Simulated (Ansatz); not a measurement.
`[Cl][GeH2][GeH2][Cl]`, relaxed with RKS PBE0-D4/def2-TZVP in the Gaussian-basis code of Ansatz from a PBE-D4/def2-SVP geometry. The force threshold is 0.005 eV/Å; the program also tests the step.

Charge 0, multiplicity 1.

Start:

```xyz
8

Cl    0.746    2.562    0.063
Ge    0.888    0.511   -0.687
Ge   -0.681   -0.784    0.664
Cl   -2.671   -0.065    0.112
H     2.364    0.060   -0.510
H     0.492    0.536   -2.186
H    -0.494   -0.513    2.179
H    -0.645   -2.308    0.363
```

```csv
step,energy (eV),largest force (eV/Å),largest move (Å)
1,-138127.8972,0.392,0.000
2,-138127.9212,0.099,0.035
3,-138127.9227,0.020,0.014
4,-138127.9228,0.010,0.004
5,-138127.9230,0.008,0.018
6,-138127.9231,0.012,0.011
7,-138127.9231,0.001,0.006
8,-138127.9231,0.003,0.006
9,-138127.9231,0.005,0.007
10,-138127.9231,0.004,0.008
```

End:

```xyz
8

Cl    0.800    2.543    0.061
Ge    0.878    0.517   -0.680
Ge   -0.683   -0.771    0.663
Cl   -2.661   -0.118    0.102
H     2.331    0.043   -0.520
H     0.470    0.559   -2.158
H    -0.521   -0.493    2.162
H    -0.614   -2.279    0.369
```

Hardware: 4 threads of an Arm Neoverse V2 on a shared host. Wall time 40 s, peak host memory 0.73 GiB.
